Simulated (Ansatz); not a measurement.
A nudged elastic band was laid between two geometries of CH9BSeSi2 (14 atoms, charge 0, multiplicity 1).

All numbers below come from Ansatz, RKS PBE0-D4/def2-SVP.

```json
{
  "movable images": "5",
  "climbing image": "yes",
  "spring": "5.0 eV/Å²",
  "optimiser": "quadratic models (default)",
  "start path": "IDPP",
  "force threshold": "0.2 eV/Å",
  "iteration limit": "41",
  "end points": "relaxed"
}
```

Initial state:

```xyz
14
Properties=species:S:1:pos:R:3
B -1.102 0.207 2.570
Se 0.738 -0.190 2.258
Si 0.479 -1.513 0.372
Si -0.293 -0.141 -1.367
C 0.853 1.339 -1.548
H -1.343 0.911 3.517
H -1.969 -0.232 1.856
H 1.838 -2.066 0.079
H -0.440 -2.646 0.697
H -0.359 -0.932 -2.637
H -1.681 0.298 -1.020
H 0.912 1.895 -0.599
H 1.869 1.018 -1.821
H 0.485 2.023 -2.328
```

Final state:

```xyz
14
Properties=species:S:1:pos:R:3
B -1.474 0.545 2.293
Se 0.385 0.120 2.342
Si 0.413 -1.455 0.641
Si -0.076 -0.340 -1.364
C 1.072 1.140 -1.541
H -1.856 1.373 3.081
H -2.221 0.006 1.515
H 1.799 -2.020 0.636
H -0.549 -2.547 0.977
H 0.078 -1.286 -2.516
H -1.506 0.097 -1.308
H 2.122 0.817 -1.597
H 0.837 1.710 -2.454
H 0.964 1.811 -0.675
```

Q: What changes between the two ends?

A: No bond is made or broken. The dihedral Si3–Si4–C5–H13 goes from 62 to -178°.

Q: What energy profile does the band end with?

A: It converged. The highest image is number 3 of 0 to 6, 0.072 eV above the ends, which have the same energy within 2 meV. The threshold of 0.2 eV/Å is loose, so the images may lie well off the minimum-energy path. Another band between the same ends (5 images) ends at a top of the same energy, where a vibrational analysis finds 1 clearly imaginary mode.

| image | path coordinate (Å) | energy (eV) | dihedral Si3–Si4–C5–H13 (°) |
| --- | --- | --- | --- |
| 0 | 0.00 | 0.000 | 62 |
| 1 | 0.60 | 0.017 | 82 |
| 2 | 1.21 | 0.053 | 102 |
| 3 | 1.81 | 0.072 | 123 |
| 4 | 2.41 | 0.054 | 143 |
| 5 | 3.01 | 0.018 | 163 |
| 6 | 3.61 | 0.000 | -178 |

Q: What is the geometry of the highest image?

A: 
```xyz
14
Properties=species:S:1:pos:R:3:forces:R:3
B -1.469 0.486 2.323 -0.01 0.05 -0.01
Se 0.394 0.080 2.352 0.01 -0.02 0.00
Si 0.415 -1.467 0.625 0.04 0.03 0.00
Si -0.079 -0.316 -1.357 -0.05 -0.04 -0.03
C 1.064 1.175 -1.549 0.12 0.13 0.02
H -1.851 1.300 3.125 -0.01 -0.01 0.01
H -2.215 -0.040 1.536 0.00 -0.01 0.01
H 1.807 -2.016 0.608 -0.01 -0.01 -0.01
H -0.537 -2.572 0.946 0.00 0.00 0.00
H 0.059 -1.251 -2.521 -0.01 -0.01 0.02
H -1.512 0.112 -1.284 0.01 -0.02 0.00
H 1.800 1.240 -0.732 -0.04 -0.02 0.00
H 1.624 1.126 -2.496 -0.04 -0.02 0.01
H 0.488 2.114 -1.547 0.00 -0.05 0.01
```

The run took 94 s on 2 threads of Arm Neoverse V1 (shared host), peak memory 0.4 GiB.
